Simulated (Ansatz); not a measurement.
The same path of BFH2O + ClH (7 atoms, charge 0, multiplicity 1) was run 3 times with different band settings. Lost on the way: B1–F2, Cl6–H7. Made: B1–Cl6, F2–H7.

The calculation used RKS PBE0-D4/def2-SVP in Ansatz.

Relaxed end points:

```xyz
7
Properties=species:S:1:pos:R:3
B 0.040 -0.369 -0.120
F -0.065 -0.372 1.220
H 1.115 -0.197 -0.626
O -1.044 -0.583 -0.874
H -1.852 -0.703 -0.361
Cl -0.394 2.805 1.215
H -0.132 1.663 1.751
```

```xyz
7
Properties=species:S:1:pos:R:3
B -0.221 0.470 -0.360
F 0.062 -0.068 2.267
H 0.838 -0.046 -0.596
O -1.413 -0.096 -0.563
H -1.347 -1.012 -0.854
Cl -0.229 2.156 0.218
H -0.022 0.840 2.094
```

Common settings: movable images 9; climbing image yes; optimiser quadratic models (default); start path through a guess of the saddle point; force threshold 0.05 eV/Å; iteration limit 60; end points relaxed.

| run | spring |
| --- | --- |
| 1 | 5.0 eV/Å² |
| 2 | 20.0 eV/Å² |
| 3 | 2.0 to 10.0 eV/Å², energy-weighted |

(1) What does each run give, and how far can it be trusted?

Results:

(1) Run 1: converged after 40 iterations, highest image 1.169 eV above the first end. The profile has 2 maxima (images 5, 8) with wells between them (image 7): this band takes more than one step, which may be the mechanism or a detour left from its start path. A vibrational analysis at the climbing image gives one clearly imaginary mode, 735i cm⁻¹: a first-order saddle point.
Run 2: converged after 36 iterations, highest image 1.169 eV above the first end. The profile has 2 maxima (images 5, 8) with wells between them (image 6): this band takes more than one step, which may be the mechanism or a detour left from its start path. A structure lower than the last end lies on the path between it and the top, so the climb from that side starts below the end, which may itself be a saddle point or a shallow side well. Another band between the same ends (9 images) ends at a top of the same energy, where a vibrational analysis finds 1 clearly imaginary mode.
Run 3: converged after 48 iterations, highest image 1.179 eV above the first end. The profile has 2 maxima (images 1, 5) with wells between them (image 2): this band takes more than one step, which may be the mechanism or a detour left from its start path. The order of the stationary point at the top wasn't checked.
The orbitals stay closed-shell, which can raise the energy where a bond breaks towards radicals; this wasn't checked here.
